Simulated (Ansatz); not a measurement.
CH$_{8}$BClSi$_{2}$, SMILES `BC([SiH3])[SiH2]Cl`. Total charge 0; spin multiplicity 1. The geometry is a stationary point of PBE0-D4/def2-TZVP. It is one conformer, not always the lowest.

```xyz
13

B     1.144   -0.810    0.895
C     0.520    0.331    0.078
Si    0.051   -0.569   -1.526
Si   -1.069    0.996    0.774
Cl   -0.684    2.130    2.451
H     0.448   -1.708    1.281
H     2.319   -0.855    1.111
H     1.208    1.141   -0.177
H     0.906   -1.769   -1.734
H    -1.367   -1.012   -1.461
H     0.239    0.358   -2.669
H    -1.757    1.886   -0.193
H    -1.958   -0.119    1.170
```

(1) What is the dipole moment at PBE/def2-TZVPP? (Best estimate.)

(2) And with r2SCAN, B3LYP, ωB97M-V? (Estimate.)

(3) Give the Mulliken charges with PBE, ωB97M-V, B3LYP in def2-TZVPP. (Estimate.)

## Answers

(1) Ansatz gave: 1.67 D, with components (0.14, -0.22, -1.64) D in this frame, pointing from negative to positive charge.

(2) The calculation gave: r2SCAN 1.68 D, B3LYP 1.68 D, ωB97M-V 1.65 D.

(3) Computed: 
```
atom    PBE  ωB97M-V  B3LYP
  B1  -0.13    -0.22  -0.14
  C2  -0.07    -0.27  -0.13
 Si3   0.14     0.13   0.21
 Si4   0.31     0.31   0.39
 Cl5  -0.23    -0.22  -0.26
  H6   0.04     0.10   0.05
  H7   0.03     0.09   0.04
  H8   0.10     0.13   0.11
  H9  -0.03    -0.01  -0.05
 H10  -0.03    -0.01  -0.05
 H11  -0.04    -0.01  -0.05
 H12  -0.05    -0.02  -0.07
 H13  -0.04    -0.01  -0.05
```

B3LYP here is the variant with VWN-RPA as its local correlation; programs differ in this.
